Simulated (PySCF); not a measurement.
C2H3O3, multiplicity 2. Atoms are numbered in the order given.

```xyz
8

C     -0.0413     1.8107     0.0000
O      0.6873     0.5729     0.0000
C      0.0104    -0.5594     0.0000
O      0.6438    -1.6490     0.0000
O     -1.2292    -0.6599     0.0000
H     -1.1248     1.6335     0.0000
H      0.2473     2.3730     0.8986
H      0.2473     2.3730    -0.8986
```
Charge 0, spin multiplicity 2.

The structure is a stationary point at B3LYP-D3(BJ)/def2-SVP. A frequency run showed that this geometry is not a minimum. The isomer is the one that the SMILES or the coordinates give; other isomers of the formula were not compared.

Computed with ωB97X/def2-TZVP in PySCF.

ESP charges are fitted to the potential on shells at 1.4 to 2.0 van der Waals radii. Atomic charges (e):

| atom | Mulliken | meta-Löwdin | Löwdin | ESP fit | Mulliken spin |
|---|---|---|---|---|---|
| C1 | -0.19 | -0.12 | -0.28 | -0.30 | 0.01 |
| O2 | -0.25 | -0.33 | 0.26 | -0.24 | 0.00 |
| C3 | 0.53 | 0.70 | -0.72 | 0.78 | -0.09 |
| O4 | -0.21 | -0.27 | 0.23 | -0.32 | 0.66 |
| O5 | -0.31 | -0.38 | 0.15 | -0.41 | 0.42 |
| H6 | 0.15 | 0.14 | 0.12 | 0.17 | 0.00 |
| H7 | 0.14 | 0.13 | 0.12 | 0.16 | 0.00 |
| H8 | 0.14 | 0.13 | 0.12 | 0.16 | 0.00 |

Computed Mayer and Wiberg (Löwdin basis) orders of the bonds:
| bond | Mayer | Wiberg |
|---|---|---|
| C1–O2 | 0.86 | 1.37 |
| O2–C3 | 1.24 | 1.76 |
| C3–O4 | 1.52 | 2.23 |
| C3–O5 | 1.66 | 2.38 |
| C1–H6 | 0.97 | 0.93 |
| C1–H7 | 0.97 | 0.94 |
| C1–H8 | 0.97 | 0.94 |
